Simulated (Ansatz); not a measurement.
One change: `C[CH](O)[GaH2]` becomes `CC(O)S`.

Ansatz, PBE0-D4/def2-TZVP geometries, multiplicity 1. Each molecule was computed in one conformer, which needn't be the lowest.

Scalar relativity is left out up to krypton.

```
                                          property  `C[CH](O)[GaH2]`
    size of the dipole moment (PBE/def2-TZVPP) / D              2.01
               HOMO energy (B3LYP/def2-TZVPP) / eV             -6.59
    zero-point energy (PBE0-D4/def2-TZVP) / kJ/mol             216.7
size of the dipole moment (ωB97M-V/def2-TZVPP) / D              1.93
              HOMO–LUMO gap (PBE0/def2-TZVPP) / eV              5.96
             HOMO energy (ωB97M-V/def2-TZVPP) / eV             -9.00
```

Problem. What does the change do to each property? (Estimate.)

Solution. Ansatz gave: 
```json
{"property": "size of the dipole moment (PBE/def2-TZVPP) / D", "`CC(O)S`": "2.55", "shift": "0.54"}
{"property": "HOMO energy (B3LYP/def2-TZVPP) / eV", "`CC(O)S`": "-6.75", "shift": "-0.16"}
{"property": "zero-point energy (PBE0-D4/def2-TZVP) / kJ/mol", "`CC(O)S`": "208.3", "shift": "-8.4"}
{"property": "size of the dipole moment (ωB97M-V/def2-TZVPP) / D", "`CC(O)S`": "2.61", "shift": "0.68"}
{"property": "HOMO–LUMO gap (PBE0/def2-TZVPP) / eV", "`CC(O)S`": "7.58", "shift": "1.62"}
{"property": "HOMO energy (ωB97M-V/def2-TZVPP) / eV", "`CC(O)S`": "-9.25", "shift": "-0.25"}
```

With PBE0 the HOMO falls by 0.24 eV and the LUMO rises by 1.38 eV, so the gap widens by about 1.62 eV. PBE moves the HOMO by -0.19 eV and ωB97M-V by -0.25 eV. The zero-point energy changes by -8.4 kJ/mol with -3 modes. Dipoles are sizes alone; their direction can turn.

B3LYP here is the variant with VWN-RPA as its local correlation; programs differ in this.
